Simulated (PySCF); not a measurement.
**NiF₄, triplet: molecular constants**

These are results of UPBE0/[Ni def2-SVP, F def2-SVP], no relativity, density fitting, PySCF, not measurements.

The structure is a minimum.

```
Point group                                                                   : D2d
Bond lengths                                                                  : Ni–F 1.706 Å (×4)
Bond angles                                                                   : F–Ni–F 97.1° (×4), F–Ni–F 138.8° (×2)
Zero-point energy                                                             : 22.0 kJ/mol
Heat capacity Cp at 298.15 K                                                  : 86.4 J/(mol K)
Entropy at 298.15 K and 1 bar (electronic part: spin only)                    : 331.7 J/(mol K)
Principal polarisabilities                                                    : 18.9, 37.7, 37.7 bohr³
Spin squared ⟨S²⟩                                                             : 2.026
Highest occupied level (β)                                                    : -11.66 eV
Rotational symmetry number                                                    : 4
Dipole moment                                                                 : 0.00 D
Lowest empty level (α)                                                        : -7.64 eV
Rotational constants                                                          : 0.1357, 0.1357, 0.08705 cm⁻¹
Principal quadrupole moments (Buckingham, traceless) about the centre of mass : -2.37, -2.37, 4.74 D Å
Enthalpy at 298.15 K above 0 K                                                : 18.77 kJ/mol
Atomisation energy without zero-point energy                                  : 1173 kJ/mol
```

Harmonic modes (masses in u: Ni 57.935, F 18.998):
```tsv
symmetry	ω (cm⁻¹)	IR (km/mol, summed over degenerate members)
a1	98	0.0
b2	174	35.0
e	219	13.5
b1	260	0.0
b2	616	15.3
a1	629	0.0
e	733	127
```

In D2d the vibrations span 2a1 + 2b2 + 2e + b1. The a1, b1 modes carry no infrared intensity, as symmetry demands.

Charges (e):
```csv
atom,Mulliken,Löwdin,polar tensor,spin (Mulliken),Mayer order to Ni1
Ni1,1.16,0.72,1.41,1.25,–
"F2,3,4,5",-0.29,-0.18,-0.35,0.19,0.90
```

Mulliken populations on Ni1: s 6.35, p 12.55, d 7.94, f 0.00.

Formally Ni is in oxidation state +4, d6, with 2 unpaired electrons (the high-spin count would be 4). The Mulliken spin on Ni is 1.25. The polar-tensor charge on Ni, 1.41, is far below the formal one.

Other isomers or separated fragments may lie lower. Open d and f shells are described by one determinant, and the ground state may have another occupation or spin.

The final relaxation and frequency run took 41 s on 4 threads of a shared Arm Neoverse V1 host, with 87 basis functions and 11 gradients; the process peaked at 1.2 GiB.
